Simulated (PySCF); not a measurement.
## Property card for `Cl[Si](Cl)Cl` [radical]

Species: SiCl3 (doublet state).
Bonds: Cl1–Si2, Si2–Cl3, Si2–Cl4.

**PBE0-D3(BJ)/def2-SVP geometry optimisation, gas phase (PySCF)**

- Point group: C3v
- Rotational constants A, B, C: 2.442, 2.425, 1.283 GHz
- Dipole moment: 0.76 D

**UKS B3LYP, IGLO-III on Cl Si, non-relativistic, mean-field spin-orbit, GIAO (PySCF)**

* Isotropic g value: 2.00532
* Principal g values: 2.00338, 2.00628, 2.00629
* Spin squared ⟨S²⟩: 0.752
* Largest Mulliken spin population: 0.71 on Si2
* Largest isotropic hyperfine couplings (means over sets of like nuclei): 29Si -1238.9 (Si2), 35Cl +32.0 (Cl1/Cl3/Cl4) MHz

Monoisotopic mass from the formula: 132.8835 u.

The rotational constants are those of an oblate symmetric top; the small spread among constants that symmetry makes equal is optimisation noise. The dipole equals about 2.5 × 10⁻³⁰ C·m (1 D = 3.33564 × 10⁻³⁰ C·m). Point group C3v permits a dipole; with 0.76 D the species has a pure rotational spectrum. At 9.50 GHz, hν = g·μB·B₀ (B₀ the magnetic field) puts the centre of the isotropic spectrum, to first order, at 338.5 mT. g_iso is shifted by about +3000 ppm from the free-electron value 2.002319; the principal values span 0.0029. ⟨S²⟩ is 0.002 above the pure-spin value S(S + 1) = 0.75. With B = h/(8π²I), that is 505.379 GHz u Å² over I, the principal moments of inertia are 207.0, 208.4 and 393.9 u Å² (most abundant isotopes).

